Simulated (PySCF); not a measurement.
A structure optimised at B3LYP-D3(BJ)/def2-SVP, used in a PySCF frequency run:

```xyz
8

W      0.0000    -0.1384    -0.0872
N     -0.5026    -1.4982    -1.0676
H     -0.3326    -2.3618    -1.5817
S      2.0967    -0.1560     0.3698
S     -0.5756     1.7102    -1.4276
H      0.0673     2.6271    -0.6604
S     -1.1417    -0.2279     1.9757
H     -2.2874    -0.7568     1.4797
```

Task: Write its SMILES and formula.

Result: [NH]=[W](=[S])([SH])[SH], H₃NS₃W

Task: What are its rotational constants (standard atomic weights)?

Result: 1.6587, 1.4215, 1.0807 GHz
